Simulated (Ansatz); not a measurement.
```xyz
7

F     0.651   -2.020   -1.355
Si   -0.687   -1.212   -1.768
O    -0.717   -0.021   -0.656
Si    0.030    0.659    0.657
H    -0.763    1.842    1.064
H     0.079   -0.323    1.768
H     1.406    1.075    0.290
```

Charge 0, multiplicity 1.

Problem. List the ωB97M-V/def2-TZVPP orbital energies in eV (Ansatz 0.2.0). (An estimate is asked.)

Solution. Computed: Occupied: -1808.38, -1807.75, -677.40, -526.58, -149.19, -148.74, -103.37, -103.30, -103.21, -102.89, -102.83, -102.83, -35.90, -31.01, -19.39, -17.24, -15.68, -15.21, -15.19, -13.98, -13.64, -11.71, -11.67, -9.92. Lowest empty: 0.30, 1.72, 2.45, 3.23, 3.23, 3.55, 3.83, 5.88.
